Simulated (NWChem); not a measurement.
CH$_{4}$OZn; SMILES [OH][Zn][CH3]

```xyz
7

Zn     0.0080    -0.0436    -0.0002
C     -0.0268     1.8838     0.0001
H      0.7096     2.2966     0.7072
H     -1.0208     2.2555     0.2956
H      0.2004     2.2876    -0.9989
O     -0.0894    -1.8182     0.0002
H      0.7484    -2.2896     0.0008
```
Atoms are numbered in this order, from 1.

All runs: NWChem. Medium grid unless said otherwise, to which SCAN and Minnesota functionals are sensitive. The geometry was optimised at PBE0/def2-SVP. Level r2SCAN/def2-TZVP: single points from the atomic guess with DIIS by default; each run changes one setting, and all converged runs end within 0.3 mHa of each other. NWChem's automatic level shift, which a small gap switches on, acted in some of these runs.

Problem. Which setting needs the most SCF iterations, or fails (DIIS on 3 Fock matrices; defaults; occupation smearing of 0.005 Ha; core-Hamiltonian guess; no DIIS, 40 % damping)?

Solution. no DIIS, 40 % damping, which doesn't converge.
| setting | SCF iterations |
|---|---|
| defaults | 10 |
| DIIS on 3 Fock matrices | 10 |
| core-Hamiltonian guess | 28 |
| occupation smearing of 0.005 Ha | 10 |
| no DIIS, 40 % damping | not converged in 200 |
